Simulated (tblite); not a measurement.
Species: C6H9BO2.
Numbering: `[CH2:1]=[CH:2][CH2:3][B@H-:4]1[O:5][CH:6]=[CH:7][CH:8]=[O+:9]1` (hydrogens: H10, H11 on C1; H12 on C2; H13, H14 on C3; H15 on B4; H16 on C6; H17 on C7; H18 on C8)
Bond orders are those of one Lewis drawing.

Computed with GFN2-xTB (tblite), gas phase: Langevin dynamics at 200 K from the optimised GFN2-xTB geometry, time step 0.5 fs, friction 0.01 fs⁻¹, 2000 steps. The instantaneous temperature is 2·E(kin)/(3Nk) with all 3N coordinates.

```csv
t (fs),T (K),E(pot) above start (eV),C1=C2 (Å),C2–C3 (Å),C3–B4 (Å),B4–O5 (Å),O5–C6 (Å),C1–H10 (Å),C1–C2–C3–B4 (°)
0,170,0.000,1.323,1.488,1.644,1.550,1.262,1.078,-97
25,124,0.260,1.347,1.492,1.617,1.570,1.262,1.077,-104
50,156,0.304,1.318,1.510,1.677,1.515,1.246,1.075,-107
75,126,0.294,1.312,1.487,1.654,1.567,1.228,1.069,-101
100,149,0.379,1.347,1.484,1.626,1.550,1.233,1.080,-91
125,151,0.392,1.330,1.510,1.648,1.502,1.246,1.063,-93
150,194,0.369,1.290,1.479,1.643,1.595,1.247,1.060,-95
175,152,0.468,1.338,1.476,1.641,1.517,1.245,1.108,-103
200,209,0.402,1.339,1.510,1.629,1.567,1.241,1.059,-105
225,184,0.429,1.306,1.494,1.645,1.559,1.273,1.086,-107
250,230,0.353,1.331,1.493,1.634,1.480,1.290,1.102,-107
275,162,0.507,1.347,1.495,1.678,1.564,1.291,1.057,-101
300,184,0.485,1.331,1.509,1.646,1.522,1.270,1.067,-102
325,246,0.386,1.302,1.522,1.636,1.581,1.267,1.094,-96
350,240,0.423,1.328,1.476,1.651,1.539,1.297,1.101,-105
375,190,0.448,1.358,1.495,1.650,1.514,1.288,1.050,-109
400,197,0.418,1.346,1.519,1.618,1.640,1.270,1.056,-102
425,210,0.385,1.317,1.515,1.681,1.484,1.258,1.107,-90
450,146,0.461,1.332,1.462,1.654,1.560,1.267,1.093,-93
475,185,0.415,1.348,1.461,1.684,1.556,1.280,1.047,-85
500,212,0.329,1.345,1.536,1.667,1.593,1.280,1.097,-94
525,136,0.450,1.309,1.573,1.589,1.490,1.275,1.069,-96
550,154,0.363,1.330,1.497,1.613,1.574,1.247,1.056,-88
575,160,0.272,1.348,1.482,1.672,1.562,1.251,1.089,-85
600,161,0.258,1.330,1.497,1.596,1.504,1.255,1.086,-86
625,146,0.279,1.314,1.529,1.656,1.595,1.262,1.053,-86
650,159,0.334,1.321,1.498,1.621,1.520,1.269,1.064,-93
675,212,0.269,1.338,1.471,1.661,1.554,1.270,1.110,-101
700,163,0.432,1.307,1.469,1.668,1.582,1.247,1.090,-107
725,174,0.445,1.319,1.501,1.620,1.455,1.248,1.054,-111
750,113,0.481,1.328,1.513,1.625,1.624,1.236,1.109,-112
775,227,0.372,1.335,1.472,1.646,1.531,1.245,1.082,-118
800,172,0.372,1.311,1.495,1.683,1.538,1.259,1.050,-112
825,186,0.320,1.320,1.515,1.630,1.569,1.279,1.079,-106
850,137,0.447,1.371,1.518,1.607,1.544,1.264,1.104,-95
875,193,0.361,1.333,1.513,1.701,1.495,1.262,1.061,-79
900,210,0.362,1.303,1.462,1.654,1.576,1.277,1.052,-81
925,146,0.519,1.350,1.494,1.654,1.520,1.267,1.096,-89
950,188,0.394,1.344,1.486,1.615,1.598,1.265,1.085,-83
975,175,0.483,1.304,1.456,1.668,1.531,1.282,1.044,-94
1000,181,0.392,1.333,1.503,1.699,1.544,1.294,1.068,-96
```

**Question.** From 500 fs on, how do temperature and potential energy compare with equipartition?

**Answer.** The mean temperature of these 21 frames is 172 K against the target 200 K, and the mean potential energy 0.38 eV against 48 × kT/2 = 0.41 eV for 48 classical harmonic modes. For 18 atoms in a canonical ensemble the temperature itself scatters by T·√(2/(3N)) = 38 K; here its standard deviation is 28 K. The whole run lasts only 10 friction times of 100 fs, so these averages carry a wide statistical error.

**Question.** What are the kinetic and total energies of the listed frame with the highest potential energy?

**Answer.** The one at 925 fs, 0.519 eV above the start. Its kinetic energy is 3NkT/2 = 0.339 eV at 146 K, so the sum is 0.86 eV; over the listed frames the sum runs from 0.39 to 0.98 eV, since the thermostat adds and removes energy.

**Question.** How much do the listed bonds fluctuate from 500 fs on?

**Answer.** 
```csv
bond,at the start (Å),mean (Å),standard deviation (Å)
C1=C2,1.323,1.328,0.017
C2–C3,1.488,1.499,0.027
C3–B4,1.644,1.645,0.032
B4–O5,1.550,1.548,0.041
O5–C6,1.262,1.263,0.014
C1–H10,1.078,1.076,0.020
```

The motion is classical and holds no zero-point motion.

What follows is the cost of the whole dynamics run. The run took 16 s of wall time on one thread, Intel Xeon Platinum 8488C (x86_64), no GPU, shared host, and the process peaked at 0.19 GiB of memory.
